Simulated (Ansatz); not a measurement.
The cluster Cd3. Total charge 0; triplet. Geometry r2SCAN/def2-TZVP, that of the charge +1 doublet; atoms count from 1.

```xyz
3

Cd    0.011    0.006   -0.008
Cd    0.547    1.745    2.203
Cd   -0.558   -1.751   -2.196
```

In the def2 sets Cd takes a core potential; there is no spin–orbit coupling. At PBE0/def2-TZVP a singlet of charge 0 lies 1.74 eV below the triplet at the same geometry. The structure comes from a short search, and lower isomers may exist.

Estimate the Mulliken populations from the PBE0/def2-TZVP orbitals of Ansatz.


```tsv
atom	charge (e)	spin (α − β)	d electrons
Cd1	-0.08	0.86	9.99
Cd2	0.04	0.57	9.99
Cd3	0.04	0.57	9.99
```
Mulliken values and Mayer orders depend strongly on the basis.

Where does the spin sit?

Summed by element: Cd 2.00, of 2 unpaired in all. Largest on single atoms: Cd1 0.86, Cd3 0.57, Cd2 0.57.

And the Mayer bond orders between bonded heavy atoms (over 0.3)?

Cd1–Cd2 0.83 (2.86 Å); Cd1–Cd3 0.83 (2.86 Å).
